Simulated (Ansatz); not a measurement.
Consider the formal hydrolysis of the Si–O bond: `[AlH2][O][SiH2][AlH2]` + H₂O → `O[SiH2][AlH2]` + `[OH][AlH2]`.

Program: Ansatz. Geometries: PBE0-D4/def2-TZVP. ΔE: electronic, gas phase. CCSD(T)/CBS adds triple-zeta CCSD(T) − MP2 to the extrapolated MP2 energy (def2 sets, frozen cores). This one scheme is used for every species. DFT in def2-TZVPP. HSE06 is defined as in plane-wave codes. Each species was taken in one conformer, which may not be the lowest.

**Question.** Is it downhill or uphill in electronic energy at CCSD(T)/CBS, and by how much? (An estimate is asked.)

**Answer.** The calculation gave: Uphill: ΔE = +0.24 eV.

**Question.** What do these levels give: BLYP-D4, r2SCAN-D4, r2SCAN0-D4, BHLYP-D4, BLYP, HSE06, LC-ωPBE, CCSD/def2-SVP, CCSD/def2-TZVPP, CCSD(T)/def2-TZVPP, MP2/def2-QZVPP, CCSD/CBS(def2)? (An estimate is asked.)

**Answer.** Ansatz gave: BLYP-D4 0.20, r2SCAN-D4 0.20, r2SCAN0-D4 0.22, BHLYP-D4 0.27, BLYP 0.14, HSE06 0.18, LC-ωPBE 0.18, CCSD/def2-SVP 0.26, CCSD/def2-TZVPP 0.23, CCSD(T)/def2-TZVPP 0.22, MP2/def2-QZVPP 0.23, CCSD/CBS(def2) 0.24 eV.

Largest T1 diagnostic among the species: 0.013.

From BLYP to BHLYP (50 % exact exchange), in def2-TZVPP and without D4, ΔE moves by +0.07 eV. Leaving LDA and LC-ωPBE aside and taking each functional with its dispersion term where it has one, the values, not all of them listed here, spread over 0.10 eV, from PBE-D4 to BHLYP-D4.
